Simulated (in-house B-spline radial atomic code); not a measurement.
A radial electron density 4πr²n(r) was computed for an atom or ion in its tabulated ground configuration with a B-spline radial code for spherical atoms; method: non-relativistic B3LYP, spin-polarised, spherical fractional occupations, exact exchange averaged over the configuration. Columns: r (bohr), 4πr²n(r) (electrons per bohr), bar.

```
 0.00159    1.436 #
 0.00194    2.076 #
 0.00237    2.988 ##
  0.0029    4.279 ###
 0.00354    6.043 ####
 0.00433    8.461 ######
 0.00529    11.65 ########
 0.00646    15.75 ###########
  0.0079    20.89 ##############
 0.00965    26.93 ##################
  0.0118    33.67 #######################
  0.0144    40.44 ############################
  0.0176    46.48 ################################
  0.0215    50.66 ##################################
  0.0263     52.1 ###################################
  0.0322    50.58 ##################################
  0.0393    47.28 ################################
   0.048    44.62 ##############################
  0.0587    45.44 ###############################
  0.0717    51.03 ###################################
  0.0877    59.26 ########################################
   0.107    64.63 ############################################
   0.131    62.27 ##########################################
    0.16    52.77 ####################################
   0.196    43.24 #############################
   0.239    41.61 ############################
   0.292    46.89 ################################
   0.357    49.61 ##################################
   0.436    42.11 #############################
   0.533     27.5 ###################
   0.652     15.5 ###########
   0.796    11.26 ########
   0.973    11.46 ########
    1.19    10.83 #######
    1.45    7.998 #####
    1.78    4.536 ###
    2.17    2.149 #
    2.65    0.857 #
    3.24   0.2819 
    3.96  0.07116 
    4.84  0.01237 
    5.92 0.001306
```

(1) Which atom or ion is it?
A. Mo3+
B. Mo+
C. Mo2+
D. Tc2+

## Answers

(1) C. The area under the curve, ∫4πr²n dr = ∫r·4πr²n d(ln r) on this logarithmic grid, is 40 electrons, which only this option has. The configuration is [Kr] 4d4.
